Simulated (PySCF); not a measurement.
BHI₂, SMILES IBI. Geometry: B3LYP-D3(BJ)/def2-SVP. The def2 effective core potentials stand for the cores of I; spin–orbit coupling is left out.

Task: Give the equilibrium geometry at B3LYP-D3(BJ)/def2-SVP (PySCF confirms it by a frequency run) as a Z-matrix, and its point group. (Estimate from the structure and the level; the computed values follow.)

Result: point group C2v.
```
B
H 1 1.1964
I 1 2.1216 2 118.49
I 1 2.1216 2 118.49 3 180.00
```
